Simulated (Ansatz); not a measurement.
Ideal-gas functions of `[F][Ge]([F])([F])[SeH]` at 298.15 K and 1 bar, from an Ansatz frequency run at PBE0-D4/def2-TZVP.

Molar mass 209.57 g/mol, point group Cs (symmetry number 1), electronic degeneracy 1, moments of inertia 143.629, 415.027, 420.024 u Å². Harmonic wavenumbers (cm⁻¹, unscaled): 75, 133, 153, 231, 236, 238, 341, 683, 729, 753, 762, 2439.

Use S(trans) = R[1.5 ln M + 2.5 ln T − 1.1517]; rotational temperatures θ = 24.2544 K / I; S(rot) = R[ln(√π/σ · √(T³/θAθBθC)) + 1.5]; for each mode x = 1.438777 ν̃/T, S = R[x/(eˣ − 1) − ln(1 − e⁻ˣ)] and H = RT x/(eˣ − 1); 1 cm⁻¹ = 0.0119627 kJ/mol; R = 8.31446 J/(mol·K).

Task: By hand: the entropy, in J/(mol·K).

Result: Translation 175.5. Rotation: θ = 0.1689, 0.0584, 0.0577 K, giving 119.3. Vibration, mode by mode: 16.81, 12.14, 11.02, 7.83, 7.67, 7.61, 5.05, 1.37, 1.14, 1.04, 1.01, 0.00, in all 72.7. Electronic 0.0. Sum 367.5 J/(mol·K).

Task: By hand: H − E and G − E in kJ/mol, counted from the electronic energy.

Result: Zero-point energy ½ × 6773 × 0.0119627 = 40.5; thermal vibration 11.5; translation, rotation and pV give 4 RT = 9.9. H − E = 61.9 kJ/mol, and G − E = 61.9 − 298.15 × 367.5/1000 = -47.7 kJ/mol.

Vibration gives 20 % of the entropy, 29.0 J/(mol·K) of it from the modes under 150 cm⁻¹: soft modes count most, and the harmonic formula is weakest for them. The sum counts one conformer and one mirror image; others add a mixing term.
